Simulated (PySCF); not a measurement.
## Cu²⁺ (copper, charge +2) across methods

[Ar] 3d9, 2D determinant. Calculation: PySCF 2.14, in aug-cc-pVTZ-PP with one added diffuse shell each of s, p, d, f, g type with ECP10MDF (7s7p6d4f3g, 113 functions); a scalar-relativistic core potential.

```json
{"method": "PBE", "E (hartree)": "-196.2378", "mean ε 3p β (eV)": "-97.005", "mean ε 3d α (eV)": "-30.304", "mean ε 3d β (eV)": "-29.179", "Σ⟨r²⟩ (bohr²)": "15.06", "⟨S²⟩": "0.751"}
{"method": "wB97M-V", "E (hartree)": "-196.1125", "mean ε 3p β (eV)": "-105.38", "mean ε 3d α (eV)": "-35.511", "mean ε 3d β (eV)": "-34.365", "Σ⟨r²⟩ (bohr²)": "14.97", "⟨S²⟩": "0.751"}
{"method": "wB97X", "E (hartree)": "-196.2651", "mean ε 3p β (eV)": "-104.03", "mean ε 3d α (eV)": "-35.427", "mean ε 3d β (eV)": "-34.267", "Σ⟨r²⟩ (bohr²)": "14.86", "⟨S²⟩": "0.751"}
{"method": "r2SCAN", "E (hartree)": "-196.1467", "mean ε 3p β (eV)": "-99.743", "mean ε 3d α (eV)": "-30.428", "mean ε 3d β (eV)": "-29.195", "Σ⟨r²⟩ (bohr²)": "14.92", "⟨S²⟩": "0.751"}
{"method": "PBE0", "E (hartree)": "-196.2064", "mean ε 3p β (eV)": "-102.37", "mean ε 3d α (eV)": "-33.084", "mean ε 3d β (eV)": "-31.837", "Σ⟨r²⟩ (bohr²)": "14.88", "⟨S²⟩": "0.751"}
{"method": "UHF", "E (hartree)": "-195.30459", "mean ε 3p β (eV)": "-117.47", "mean ε 3d α (eV)": "-40.571", "mean ε 3d β (eV)": "-38.899", "Σ⟨r²⟩ (bohr²)": "14.56", "⟨S²⟩": "0.751"}
{"method": "LC-wPBE", "E (hartree)": "-196.2865", "mean ε 3p β (eV)": "-102.86", "mean ε 3d α (eV)": "-35.641", "mean ε 3d β (eV)": "-34.485", "Σ⟨r²⟩ (bohr²)": "14.98", "⟨S²⟩": "0.751"}
{"method": "LDA", "E (hartree)": "-195.8469", "mean ε 3p β (eV)": "-97.176", "mean ε 3d α (eV)": "-30.638", "mean ε 3d β (eV)": "-29.424", "Σ⟨r²⟩ (bohr²)": "15.12", "⟨S²⟩": "0.751"}
```

Energies and moments cover only the electrons outside the core potential.
